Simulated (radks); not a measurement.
The numbers below are computed, except where a source is named.
Species: Dy41+. Configuration: [Ar] 3d7. Code: a radial shooting solver on a logarithmic mesh with Libxc functionals. Model: scalar-relativistic Kohn-Sham, PBE, spin-unpolarised, spherical densities, point nucleus.

Unscreened Slater integrals over Kohn-Sham orbitals (eV).

integral,value
"F0(3d,3d)",123.22
"F2(3d,3d)",63.250
"F4(3d,3d)",40.805
"F0(3d,3p)",114.67
"F2(3d,3p)",55.223
"G1(3d,3p)",59.711
"G3(3d,3p)",39.692
"F0(3d,3s)",113.65
"G2(3d,3s)",45.756
"F0(3d,2p)",157.01
"F2(3d,2p)",46.191
"G1(3d,2p)",42.618
"G3(3d,2p)",24.528
"F0(3p,3p)",109.64
"F2(3p,3p)",55.081
"F0(3p,3s)",108.66
"G1(3p,3s)",70.861
"F0(3p,2p)",145.74
"F2(3p,2p)",36.019
"G0(3p,2p)",14.325
"G2(3p,2p)",15.712
"F0(3s,3s)",107.95
"F0(3s,2p)",141.71
"G1(3s,2p)",14.159
"F0(2p,2p)",313.63
"F2(2p,2p)",148.45

Derived for the open shells (J is the average intra-shell exchange parameter used in DFT+U). 3d: Racah B = F2/49 - 5 F4/441 = 0.8282 eV, C = 35 F4/441 = 3.239 eV, C/B = 3.91, F4/F2 = 0.645, J = (F2 + F4)/14 = 7.433 eV.
